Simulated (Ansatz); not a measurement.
`B[SiH2]C(F)Cl` and `B[SiH2]C(B)F` differ in one atom or group.

Ansatz, PBE0-D4/def2-TZVP geometries, multiplicity 1. Each molecule was computed in one conformer, which needn't be the lowest.

```json
{"property": "LUMO energy (B3LYP/def2-TZVPP) / eV", "`B[SiH2]C(F)Cl`": "-2.97"}
{"property": "HOMO–LUMO gap (B3LYP/def2-TZVPP) / eV", "`B[SiH2]C(F)Cl`": "4.90"}
{"property": "HOMO energy (PBE/def2-TZVPP) / eV", "`B[SiH2]C(F)Cl`": "-6.73"}
{"property": "HOMO energy (ωB97M-V/def2-TZVPP) / eV", "`B[SiH2]C(F)Cl`": "-10.29"}
{"property": "HOMO–LUMO gap (ωB97M-V/def2-TZVPP) / eV", "`B[SiH2]C(F)Cl`": "9.50"}
{"property": "HOMO energy (PBE0/def2-TZVPP) / eV", "`B[SiH2]C(F)Cl`": "-8.08"}
```

Q: What does the change do to each property? (Best estimate.)

A: Computed: 
| property | `B[SiH2]C(B)F` | shift |
| --- | --- | --- |
| LUMO energy (B3LYP/def2-TZVPP) / eV | -1.63 | 1.34 |
| HOMO–LUMO gap (B3LYP/def2-TZVPP) / eV | 6.10 | 1.20 |
| HOMO energy (PBE/def2-TZVPP) / eV | -6.81 | -0.08 |
| HOMO energy (ωB97M-V/def2-TZVPP) / eV | -10.04 | 0.25 |
| HOMO–LUMO gap (ωB97M-V/def2-TZVPP) / eV | 10.46 | 0.96 |
| HOMO energy (PBE0/def2-TZVPP) / eV | -7.92 | 0.16 |

With PBE0 the HOMO rises by 0.16 eV and the LUMO rises by 1.32 eV, so the gap widens by about 1.16 eV. PBE moves the HOMO by -0.08 eV and ωB97M-V by 0.25 eV.

B3LYP here is the variant with VWN-RPA as its local correlation; programs differ in this.
